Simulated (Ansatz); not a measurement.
## Nudged elastic band run: CH$_{4}$FNSi

input.yaml

```yaml
crystal:
  periodic: [false, false, false]
  atoms:
    - { symbol: "N", position_ang: [-0.558026, 1.650544, -0.650893] }
    - { symbol: C, position_ang: [0.129898, 0.970938, 0.207519] }
    - { symbol: Si, position_ang: [0.237194, -0.928996, 0.231459] }
    - { symbol: F, position_ang: [-0.707189, -1.40391, -1.017336] }
    - { symbol: H, position_ang: [-1.030882, 0.998156, -1.307976] }
    - { symbol: H, position_ang: [0.681082, 1.563384, 0.96388] }
    - { symbol: H, position_ang: [1.641679, -1.407909, 0.006428] }
    - { symbol: H, position_ang: [-0.301557, -1.499206, 1.511119] }
basis:
  gaussian: { orbitals: "6-31G*" }
hamiltonian:
  xc: revpbe
  dispersion: d4
neb:
  order_check: false
  images: 7
  f_tol: 0.05
  max_iterations: 60
  final_atoms:
    - { symbol: "N", position_ang: [0.14428635, 1.77323058, -0.63191365] }
    - { symbol: C, position_ang: [-0.34458478, 0.9021902, 0.19047742] }
    - { symbol: Si, position_ang: [0.07951706, -0.95430569, 0.19854296] }
    - { symbol: F, position_ang: [-1.26950852, -1.86397147, 0.06145316] }
    - { symbol: H, position_ang: [0.76869605, 1.29925724, -1.31612859] }
    - { symbol: H, position_ang: [-1.03296223, 1.30748316, 0.95752952] }
    - { symbol: H, position_ang: [0.97145838, -1.18180604, -0.98942357] }
    - { symbol: H, position_ang: [0.77529669, -1.33907697, 1.47366275] }
  initial_path:
    images:
      - { positions_ang: [[-0.558026, 1.650544, -0.650893], [0.129898, 0.970938, 0.207519], [0.237194, -0.928996, 0.231459], [-0.707189, -1.40391, -1.017336], [-1.030882, 0.998156, -1.307976], [0.681082, 1.563384, 0.96388], [1.641679, -1.407909, 0.006428], [-0.301557, -1.499206, 1.511119]] }
      - { positions_ang: [[-0.47122615, 1.64728927, -0.67385116], [0.07500114, 0.96582774, 0.22538722], [0.20490618, -0.92465992, 0.23395145], [-0.80468932, -1.43900276, -0.88149656], [-0.83100398, 1.02345334, -1.39267251], [0.49276467, 1.53536083, 1.04072089], [1.57150046, -1.37862779, -0.13776303], [-0.145054, -1.48663969, 1.5299237]] }
      - { positions_ang: [[-0.38442629, 1.64403453, -0.69680931], [0.02010428, 0.96071747, 0.24325545], [0.17261835, -0.92032385, 0.23644389], [-0.90218963, -1.47409553, -0.74565713], [-0.63112597, 1.04875067, -1.47736902], [0.30444734, 1.50733766, 1.11756178], [1.50132192, -1.34934659, -0.28195407], [0.011449, -1.47407338, 1.54872841]] }
      - { positions_ang: [[-0.29762644, 1.6407798, -0.71976747], [-0.03479258, 0.95560721, 0.26112367], [0.14033053, -0.91598777, 0.23893634], [-0.99968995, -1.50918829, -0.60981769], [-0.43124795, 1.07404801, -1.56206554], [0.11613, 1.4793145, 1.19440267], [1.43114338, -1.32006538, -0.4261451], [0.167952, -1.46150707, 1.56753311]] }
      - { positions_ang: [[-0.21082658, 1.63752506, -0.74272562], [-0.08968944, 0.95049694, 0.2789919], [0.10804271, -0.91165169, 0.24142879], [-1.09719027, -1.54428105, -0.47397826], [-0.23136993, 1.09934534, -1.64676205], [-0.07218733, 1.45129133, 1.27124356], [1.36096484, -1.29078418, -0.57033614], [0.324455, -1.44894076, 1.58633782]] }
      - { positions_ang: [[-0.12204835, 1.67145144, -0.71502263], [-0.15341328, 0.93842026, 0.25686328], [0.1009113, -0.92231519, 0.23070733], [-1.14026983, -1.62420365, -0.3401204], [0.01864657, 1.14932332, -1.56410368], [-0.31238105, 1.41533929, 1.19281505], [1.26358823, -1.26353964, -0.675108], [0.43716542, -1.42147481, 1.55816905]] }
      - { positions_ang: [[-0.03327011, 1.70537782, -0.68731964], [-0.21713711, 0.92634357, 0.23473466], [0.09377988, -0.93297869, 0.21998587], [-1.18334939, -1.70412626, -0.20626255], [0.26866306, 1.19930129, -1.48144532], [-0.55257478, 1.37938724, 1.11438654], [1.16621161, -1.23629511, -0.77987986], [0.54987584, -1.39400886, 1.53000028]] }
      - { positions_ang: [[0.05550812, 1.7393042, -0.65961665], [-0.28086095, 0.91426688, 0.21260604], [0.08664847, -0.94364219, 0.20926442], [-1.22642896, -1.78404886, -0.0724047], [0.51867956, 1.24927926, -1.39878695], [-0.79276851, 1.3434352, 1.03595803], [1.068835, -1.20905057, -0.88465171], [0.66258626, -1.36654292, 1.50183152]] }
      - { positions_ang: [[0.14428635, 1.77323058, -0.63191365], [-0.34458478, 0.9021902, 0.19047742], [0.07951706, -0.95430569, 0.19854296], [-1.26950852, -1.86397147, 0.06145316], [0.76869605, 1.29925724, -1.31612859], [-1.03296223, 1.30748316, 0.95752952], [0.97145838, -1.18180604, -0.98942357], [0.77529669, -1.33907697, 1.47366275]] }
```

Launched with:

```bash
$ ansatz run input.yaml --threads 1 --pin off --max-ram 2048MiB --backend cpu --events-out ev --progress --plain --runs-dir out
```

Output, in part (warnings, iteration lines, the closing report on the highest movable image, with atoms numbered from 0):

```
NEB end point (image 0): max|allowed force component| = 1.232e-2 eV/Å (the criterion of neb.relax_end_points is 1.000e-2)
NEB end point (image 8): max|allowed force component| = 8.400e-3 eV/Å (the criterion of neb.relax_end_points is 1.000e-2)
NEB iter   1: max|band force component| = 4.280e0 eV/Å  barrier→ = 0.5985 eV  barrier← = 0.5588 eV  Δτ_max = 0.0908 Å  (237 SCF iters)
NEB iter   2: max|band force component| = 2.041e0 eV/Å  barrier→ = 0.1847 eV  barrier← = 0.1449 eV  Δτ_max = 0.1626 Å  (213 SCF iters)
NEB iter   3: max|band force component| = 9.838e-1 eV/Å  barrier→ = 0.2290 eV  barrier← = 0.1892 eV  Δτ_max = 0.1460 Å  (216 SCF iters)
NEB iter   4: max|band force component| = 7.104e-1 eV/Å  barrier→ = 0.1276 eV  barrier← = 0.0879 eV  Δτ_max = 0.0378 Å  (214 SCF iters)
NEB iter   5: max|band force component| = 1.317e-1 eV/Å  barrier→ = 0.0979 eV  barrier← = 0.0581 eV  CI = image 4  Δτ_max = 0.0191 Å  (220 SCF iters)
NEB iter   6: max|band force component| = 8.052e-2 eV/Å  barrier→ = 0.0955 eV  barrier← = 0.0557 eV  CI = image 4  Δτ_max = 0.0153 Å  (205 SCF iters)
NEB iter   7: max|band force component| = 1.829e-2 eV/Å  barrier→ = 0.0949 eV  barrier← = 0.0551 eV  CI = image 4  Δτ_max = 0.0000 Å  (417 SCF iters)
Total energy: -13183.58522238 eV, -484.4878207674 hartree
Atom 0 at    -0.221199     1.711423    -0.764865 Å, force    -0.006605     0.018221    -0.007712 eV/Å
Atom 1 at    -0.074490     0.948169     0.268880 Å, force     0.001205    -0.016805    -0.002790 eV/Å
Atom 2 at     0.157890    -0.947877     0.246089 Å, force     0.015660     0.008758     0.005128 eV/Å
Atom 3 at    -1.153707    -1.626797    -0.450578 Å, force    -0.012219    -0.008807    -0.006878 eV/Å
Atom 4 at    -0.192967     1.149911    -1.639827 Å, force     0.002552    -0.000877     0.004540 eV/Å
Atom 5 at    -0.093533     1.470263     1.245929 Å, force     0.002527    -0.000290     0.003558 eV/Å
Atom 6 at     1.353885    -1.277883    -0.600554 Å, force    -0.002069    -0.003057     0.002367 eV/Å
Atom 7 at     0.316321    -1.484208     1.639125 Å, force    -0.001051     0.002856     0.001787 eV/Å
Dipole moment:     0.225194    -0.184462     0.133646 e Å
```

The run converged. A vibrational analysis at the climbing image gives one clearly imaginary mode, 108i cm⁻¹: a first-order saddle point.

Final band (atoms are numbered from 1 in the order of the input):

| image | path coordinate (Å) | energy (eV) | dihedral N1–C2–Si3–H8 (°) |
| --- | --- | --- | --- |
| 0 | 0.00 | 0.000 | -119 |
| 1 | 0.45 | 0.015 | -135 |
| 2 | 0.90 | 0.050 | -150 |
| 3 | 1.35 | 0.082 | -166 |
| 4 | 1.80 | 0.095 | 179 |
| 5 | 2.24 | 0.086 | 164 |
| 6 | 2.69 | 0.065 | 149 |
| 7 | 3.13 | 0.047 | 132 |
| 8 | 3.58 | 0.040 | 116 |

Time of the run: 100 s on 1 CPU thread of a shared host.
